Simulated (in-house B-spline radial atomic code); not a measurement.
How numerical settings move a run on neutral samarium, [Xe] 4f6 6s2. Computed with a B-spline radial code for spherical atoms: Dirac-Hartree-Fock, average of configuration, Fermi nucleus of rms radius 5.0819 fm.

Command:
```bash
python run_scf.py task.json out
```
Settings of the sound reference run:
```
Z                62
electrons        62
configuration    [Xe] 4f6 6s2
hamiltonian      dirac
method           hf
spin_polarised   False
nucleus          fermi
rms_radius       5.0819
mass_number      152
atomic_mass      151.9197
speed_of_light   137.036
knot_spacing     0.22
spline_order     8
gauss_points     12
box_radius       50
max_iterations   70
damping          0.5
damped_steps     3
diis_vectors     10
tolerance        1e-08
start            Thomas-Fermi
```

Time taken, with all properties: 3.3 s on 1 thread of Arm Neoverse N1 (shared host).

It converges in 13 iterations to -10429.147611 hartree, with 6s1/2 at -4.86485 eV. The other runs change the listed settings, some to values that make no sense; their results aren't properties of the atom or ion. Radii are in bohr (the nuclear one in fm), a minus after a letter asks for a j subshell, and «unchanged» means within 1e-8 hartree. The run stops when the residual is below 10 × tolerance × max(1, Z/10), or a noise floor if that is larger, and the energy moves by less than 1e-8 × √|E| hartree; so very loose and very tight tolerances often act alike.

```tsv
changed settings	outcome
spline_order = 7, first_knot = 0.00484, max_iterations = 60, tolerance = 1e-13, start = bare nucleus	stopped with error: index 0 is out of bounds for axis 0 with size 0
diis_vectors = 4	converged in 13 iterations, energy unchanged, 6s1/2 level +7.7e-06 eV
gauss_points = 6, box_radius = 15, max_iterations = 50, damping = 0.8, start = bare nucleus	converged in 16 iterations, energy +7.30e-05 hartree from the reference, 6s1/2 level +4.3e-03 eV (the program warns: 6s1/2 reaches the box edge)
electrons = 63, configuration = [Xe] 4f6 6s2 7p-1, max_iterations = 75	converged in 13 iterations to -10429.1390 hartree, a different physical problem (warning: 7p1/2 has a positive eigenvalue: unbound, held by the box)
damped_steps = 8	converged in 16 iterations, energy unchanged, 6s1/2 level +3.6e-06 eV
diis_vectors = 2	converged in 15 iterations, energy unchanged, 6s1/2 level +1.4e-05 eV
tolerance = 1e-06	converged in 11 iterations, energy unchanged, 6s1/2 level +7.8e-05 eV
diis_vectors = 1	not converged after 70 iterations, last residual 2.2e+00, last energy +3.27e+02 hartree from the reference
knot_spacing = 1, spline_order = 4, first_knot = 0.000161, max_iterations = 75, damping = 0.2	converged in 11 iterations, energy +3.66e+02 hartree from the reference, 6s1/2 level +7.5e-01 eV
diis_vectors = 0	converged in 32 iterations, energy unchanged, 6s1/2 level +1.5e-05 eV
max_iterations = 5, damped_steps = 1, diis_vectors = 2, tolerance = 0.0001	not converged after 5 iterations, last residual 9.0e-02, last energy +3.88e-01 hartree from the reference
spline_order = 7, max_iterations = 12, damping = 0.2, start = bare nucleus	not converged after 12 iterations, last residual 3.1e-06, last energy +9.37e-07 hartree from the reference
```

Problem. What happens with damped_steps = 1?

Solution. Converged in 14 iterations, energy unchanged, 6s1/2 level +1.0e-06 eV.

Problem. What happens with spin_polarised = True?

Solution. Stopped with error: spin polarisation is not served with the Dirac Hamiltonian.

Problem. What happens with tolerance = 1e-13?

Solution. Converged in 13 iterations, energy unchanged.

Problem. What happens with damped_steps = 30?

Solution. Converged in 32 iterations, energy unchanged, 6s1/2 level +8.0e-06 eV.
